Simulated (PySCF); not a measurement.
CF₃, SMILES F[C+](F)F, charge +1. Geometry: B3LYP-D3(BJ)/def2-TZVP.

Computed equilibrium geometry at B3LYP-D3(BJ)/def2-TZVP (PySCF confirms it by a frequency run) as Cartesian coordinates in Å, and its point group:
point group D3h.
```xyz
4

C      0.0000     0.0000     0.0000
F      1.2357     0.0000     0.0000
F     -0.6178     1.0701     0.0000
F     -0.6178    -1.0701     0.0000
```
Charge +1, spin multiplicity 1.
